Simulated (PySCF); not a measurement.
# Rhodium: a sound run and one with changed settings

Sound run: Rh [Kr] 4d8 5s1, Rh⁺ [Kr] 4d8. Calculation: PySCF 2.14, in def2-TZVP with the def2 core potential (28 electrons); scalar relativity through the core potential. In the sound run the correlated levels freeze 4s2 4p6 outside the core potential. The sound run starts from symmetry-adapted Hartree-Fock orbitals and uses a fine grid where one is needed.

Changed run: all electrons correlated in a basis built for the valence shell.

```json
{"species": "Rh", "method": "MP2", "sound run (hartree)": "-109.92249", "changed run (hartree)": "-110.11985", "converged": "yes"}
{"species": "Rh⁺", "method": "MP2", "sound run (hartree)": "-109.66698", "changed run (hartree)": "-109.85707", "converged": "yes"}
```

Ionisation energy of Rh:

```
 method  sound run (eV)  changed run (eV)
    UHF           6.309             6.309
    MP2           6.953             7.151
SCS-MP2           6.793             6.964
```

A valence basis has no tight correlating functions, so it recovers only part of the core correlation, and not evenly between atom and ion.

For comparison, NIST gives 7.459 eV between the lowest levels.
